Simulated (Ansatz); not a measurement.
Two isomers of C3H7FOSi: A = `C=C[SiH](F)OC`, B = `C=C[Si](C)(O)F`.

Isolated molecules relaxed with PBE0-D4/def2-TZVP in Ansatz; ΔE leaves out vibrations. CBS: MP2 limit from def2 TZ/QZ plus the TZ coupled-cluster correction, frozen cores. Functionals use def2-TZVPP. B3LYP here is the variant with VWN-RPA as its local correlation; programs differ in this. Each species was taken in one conformer, which may not be the lowest.

Q: Which is lower in electronic energy at CCSD(T)/CBS, and by how much? (An estimate is asked.)

A: The calculation gave: B, by 26.6 kcal/mol.

Q: Give E(B) − E(A) in kcal/mol with PBE0-D4, B3LYP, CCSD/def2-TZVPP, CCSD(T)/def2-TZVPP, HF/def2-TZVPP, MP2/def2-TZVPP, ωB97M-V. (Estimate.)

A: Ansatz gave: PBE0-D4 -26.7, B3LYP -24.7, CCSD/def2-TZVPP -25.8, CCSD(T)/def2-TZVPP -26.0, HF/def2-TZVPP -22.9, MP2/def2-TZVPP -27.4, ωB97M-V -26.6. None reverses the order clearly.

Largest T1 diagnostic: 0.012.

In def2-TZVPP, CCSD(T) changes the Hartree–Fock value by −3.1 kcal/mol (the triples alone add −0.2 kcal/mol) and MP2 by −4.5 kcal/mol.
